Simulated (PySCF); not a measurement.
SbH2(OEt), C2H7OSb.
Z-matrix (Å and degrees, PBE0-D3(BJ)/def2-SVP geometry), rows numbered from 1:
```
Sb
H   1  1.7153
H   1  1.7299  2   90.62
O   1  2.0041  2   91.29  3    96.29
C   4  1.4027  1  118.10  2  -176.07
C   5  1.5121  4  108.55  1  -172.20
H   5  1.1113  4  111.88  1   -51.28
H   5  1.1109  4  111.34  1    67.35
H   6  1.1010  5  110.98  4  -179.80
H   6  1.1001  5  110.24  4   -59.42
H   6  1.1002  5  110.29  4    59.73
```

Theory: PySCF 2.14.0, density-fitted response routines, TDDFT B3LYP/def2-SVPD, vertical, gas phase, core orbitals frozen in the response, def2 core potentials past Kr. Spin–orbit coupling is left out.

Computed states:

```csv
state,E (eV),f
S1,4.47,0.020
S2,5.38,0.080
S3,5.75,0.037
S4,5.97,0.102
S5,6.24,0.025
S6,6.48,0.046
S7,6.77,0.035
S8,6.92,0.045
S9,7.04,0.0065
S10,7.51,0.047
```

Broadening: Gaussians 0.4 eV wide at half height, area fixed by f = 4.319×10⁻⁹ ∫ε dν̃. The width is an assumption, not a result. The curve ends short of the highest state used, and states not computed would add to its high-energy end.

(1) Give the broadened spectrum and its maxima.

(2) Coming from long wavelengths, where does ε first pass 100 L mol⁻¹ cm⁻¹?

(3) On this curve, what absorbance would a 10⁻⁵ mol/L sample give at 280 nm over a 1 cm path?

## Answers

(1) 
λ (nm), ε (L mol⁻¹ cm⁻¹) and a bar:
```
    179.3       5153 ##################
    182.6       5397 ###################
    185.9       4806 #################
    189.2       4500 ################
    192.5       4394 ################
    195.7       4328 ###############
    199.0       4860 #################
    202.3       6328 ######################
    205.6       7952 ############################
    208.9       8491 ##############################
    212.1       7650 ###########################
    215.4       6128 ######################
    218.7       4968 ##################
    222.0       4723 #################
    225.3       5208 ##################
    228.6       5687 ####################
    231.8       5501 ###################
    235.1       4518 ################
    238.4       3129 ###########
    241.7       1841 ######
    245.0        934 ###
    248.2        431 ##
    251.5        197 #
    254.8        145 #
    258.1        213 #
    261.4        376 #
    264.6        606 ##
    267.9        880 ###
    271.2       1135 ####
    274.5       1309 #####
    277.8       1360 #####
    281.0       1286 #####
    284.3       1110 ####
    287.6        881 ###
    290.9        646 ##
    294.2        440 ##
    297.5        280 #
    300.7        170 #
    304.0         96 
    307.3         51 
    310.6         26 
    313.9         13 
    317.1          6 
    320.4          3
```

Maxima: 277 nm (4.47 eV), ε about 1400, made up of S1 (100%); 229 nm (5.40 eV), ε about 5700, made up of S2 (94%); 208 nm (5.95 eV), ε about 8500, made up of S3 (15%) and S4 (80%); 181 nm (6.83 eV), ε about 5500, made up of S7 (40%) and S8 (49%) (ε in L mol⁻¹ cm⁻¹; maxima over ε = 5, shares over 10%).

(2) At about 304 nm (4.08 eV), 0.39 eV below S1.

(3) 280 nm is 4.428 eV, where ε is about 1300 L mol⁻¹ cm⁻¹, so A = ε c l ≈ 0.013 (Beer–Lambert, with the gas-phase spectrum and the assumed width).

The vertical ionisation energy (ΔSCF) is 9.07 eV, 1.55 eV above S10.

Hardware: one thread, Arm Neoverse V2 (shared host). Cost: 60 s.

One conformer stands for the species.
